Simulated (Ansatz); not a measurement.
One change: `[CH3][Ge]([SiH3])([Cl])[Cl]` becomes `[CH3][GeH]([SiH3])[Cl]`.

Ansatz, PBE0-D4/def2-TZVP geometries, multiplicity 1. 

Scalar relativity is left out up to krypton.

```json
{"property": "HOMO energy (ωB97M-V/def2-TZVPP) / eV", "`[CH3][Ge]([SiH3])([Cl])[Cl]`": "-10.14"}
{"property": "HOMO–LUMO gap (ωB97M-V/def2-TZVPP) / eV", "`[CH3][Ge]([SiH3])([Cl])[Cl]`": "11.31"}
{"property": "LUMO energy (ωB97M-V/def2-TZVPP) / eV", "`[CH3][Ge]([SiH3])([Cl])[Cl]`": "1.18"}
{"property": "size of the dipole moment (B3LYP/def2-TZVPP) / D", "`[CH3][Ge]([SiH3])([Cl])[Cl]`": "2.90"}
{"property": "size of the dipole moment (ωB97M-V/def2-TZVPP) / D", "`[CH3][Ge]([SiH3])([Cl])[Cl]`": "2.92"}
{"property": "HOMO energy (PBE0/def2-TZVPP) / eV", "`[CH3][Ge]([SiH3])([Cl])[Cl]`": "-8.09"}
```

Task: What does the change do to each property? (Estimate.)

Result: Ansatz gave: 
```tsv
property	`[CH3][GeH]([SiH3])[Cl]`	shift
HOMO energy (ωB97M-V/def2-TZVPP) / eV	-9.97	0.17
HOMO–LUMO gap (ωB97M-V/def2-TZVPP) / eV	11.44	0.13
LUMO energy (ωB97M-V/def2-TZVPP) / eV	1.47	0.29
size of the dipole moment (B3LYP/def2-TZVPP) / D	2.41	-0.49
size of the dipole moment (ωB97M-V/def2-TZVPP) / D	2.43	-0.49
HOMO energy (PBE0/def2-TZVPP) / eV	-7.92	0.17
```

With PBE0 the HOMO rises by 0.17 eV and the LUMO rises by 0.30 eV, so the gap widens by about 0.13 eV. PBE moves the HOMO by 0.16 eV and ωB97M-V by 0.17 eV. Dipoles are sizes alone; their direction can turn.

B3LYP here is the variant with VWN-RPA as its local correlation; programs differ in this.
